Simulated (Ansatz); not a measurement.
`[CH3][Al]([SH])[Br]` and `[CH3][Al]([Br])[Br]` differ in one atom or group.

Ansatz, PBE0-D4/def2-TZVP geometries, multiplicity 1. Each molecule was computed in one conformer, which needn't be the lowest.

Scalar relativity is left out up to krypton.

```
                             property  `[CH3][Al]([SH])[Br]`
    LUMO energy (PBE/def2-TZVPP) / eV                  -1.58
HOMO–LUMO gap (B3LYP/def2-TZVPP) / eV                   6.58
 HOMO–LUMO gap (PBE0/def2-TZVPP) / eV                   7.03
  HOMO energy (B3LYP/def2-TZVPP) / eV                  -7.59
   HOMO energy (PBE0/def2-TZVPP) / eV                  -7.86
  LUMO energy (B3LYP/def2-TZVPP) / eV                  -1.00
```

Problem. What does the change do to each property? (Estimate.)

Solution. Ansatz gave: 
```
                             property  `[CH3][Al]([Br])[Br]`  shift
    LUMO energy (PBE/def2-TZVPP) / eV                  -1.89  -0.31
HOMO–LUMO gap (B3LYP/def2-TZVPP) / eV                   6.82   0.24
 HOMO–LUMO gap (PBE0/def2-TZVPP) / eV                   7.29   0.26
  HOMO energy (B3LYP/def2-TZVPP) / eV                  -8.15  -0.56
   HOMO energy (PBE0/def2-TZVPP) / eV                  -8.43  -0.57
  LUMO energy (B3LYP/def2-TZVPP) / eV                  -1.32  -0.32
```

With PBE0 the HOMO falls by 0.57 eV and the LUMO falls by 0.31 eV, so the gap widens by about 0.26 eV. PBE moves the HOMO by -0.50 eV and ωB97M-V by -0.58 eV.

B3LYP here is the variant with VWN-RPA as its local correlation; programs differ in this.

Spin–orbit coupling is left out; it splits and shifts lone-pair levels of the heavy atoms by tenths of an eV.
